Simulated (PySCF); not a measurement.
Precursor series Ti F-NH2. Gas-phase values, no solvent. One relaxed conformer stands for each flexible species; it need not be the lowest. All members: neutral, multiplicity 1. Level: B3LYP-D3(BJ)/def2-TZVP // r2SCAN-D4/def2-SVP (PySCF), beside PBE-D3(BJ)/def2-TZVP // r2SCAN-D4/def2-SVP (PySCF) at the same geometries. B3LYP has the VWN-RPA correlation part, as in Gaussian.  Orbital energies are measured against the vacuum level.

```json
[
 {"species": "[Ti(F)4]", "HOMO, PBE (eV)": "-10.44", "HOMO, B3LYP-D3(BJ) (eV)": "-12.24"},
 {"species": "[Ti(F)3(NH2)]", "HOMO, PBE (eV)": "-7.04", "HOMO, B3LYP-D3(BJ) (eV)": "-8.32"},
 {"species": "[Ti(F)2(NH2)2]", "HOMO, PBE (eV)": "-6.29", "HOMO, B3LYP-D3(BJ) (eV)": "withheld"},
 {"species": "[Ti(F)(NH2)3]", "HOMO, PBE (eV)": "-5.82", "HOMO, B3LYP-D3(BJ) (eV)": "-6.98"},
 {"species": "[Ti(NH2)4]", "HOMO, PBE (eV)": "-5.42", "HOMO, B3LYP-D3(BJ) (eV)": "-6.56"}
]
```

Q: Fit y = a + b·x, y being the HOMO at the first level, to the 4 complete rows by least squares, with x = the PBE value in eV. Give a, b and the rms residual, and predict the withheld value.

A: Means of the 4 rows: x̄ = -7.18, ȳ = -8.525 eV. Σ(x − x̄)² = 15.594 and Σ(x − x̄)(y − ȳ) = 17.699, so b = 1.135 and a = ȳ − b·x̄ = -0.376 eV. The rms residual is 0.029 eV. At x = -6.29 the line gives -7.52 eV. The run for [Ti(F)2(NH2)2] gave -7.52 eV, so the line is off by 0.00 eV, within twice the rms residual.

Codes: PySCF.
